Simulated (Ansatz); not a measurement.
Species, as SMILES: [SeH] (SeH), doublet.
Atoms: Se1, H2. Bonds: Se1-H2.

Basis-set convergence of the highest harmonic wavenumber at MP2 with Ansatz (a program for electronic structure). Each level at its own minimum, finite differences of forces, unscaled; the reference is a large set that could be run, not a limit. All functions are spherical. Cores are frozen (with 3d on Ga to Br). Open shells are unrestricted. No added dispersion term, no relativity. Reference: the value in aug-cc-pVQZ, 2498 cm⁻¹, itself unsure by roughly 2 cm⁻¹ (its mean distance from cc-pV5Z, def2-QZVPP, cc-pVQZ). Deviations are taken from unrounded values.

| basis | functions | highest harmonic wavenumber (cm⁻¹) | minus reference (cm⁻¹) |
|---|---|---|---|
| cc-pVDZ | 32 | 2511 | 12 |
| def2-SVP | 37 | 2527 | 29 |
| 6-311G** | 50 | 2502 | 4 |
| cc-pVTZ | 57 | 2497 | -2 |
| def2-TZVPPD | 74 | 2502 | 4 |
| aug-cc-pVTZ | 82 | 2494 | -5 |
| cc-pVQZ | 98 | 2501 | 2 |
| def2-QZVPP | 119 | 2501 | 2 |
| aug-cc-pVQZ | 139 | 2498 | 0 |
